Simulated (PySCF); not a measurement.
B3LYP has the VWN-RPA correlation part, as in Gaussian. Delta-SCF ions had no search for a lower state. 

Cartesian coordinates (Å):
```xyz
5

O      1.7760    -0.0471     0.0337
Ge     0.0824    -0.0023     0.0016
H     -0.6189    -0.7989    -1.1816
H     -0.5796     1.4365    -0.1326
H     -0.6600    -0.5883     1.2790
```
Charge -1, spin multiplicity 1.

Estimate the total energy, HOMO and vertical detachment energy (Delta-SCF) that B3LYP-D3(BJ)/def2-TZVPD // PBE0-D4/def2-TZVPD run with PySCF returns for this input.


```json
{
  "total_energy": "-58617.11 eV",
  "HOMO": "-0.75 eV",
  "vertical detachment energy (Delta-SCF)": "3.05 eV"
}
```
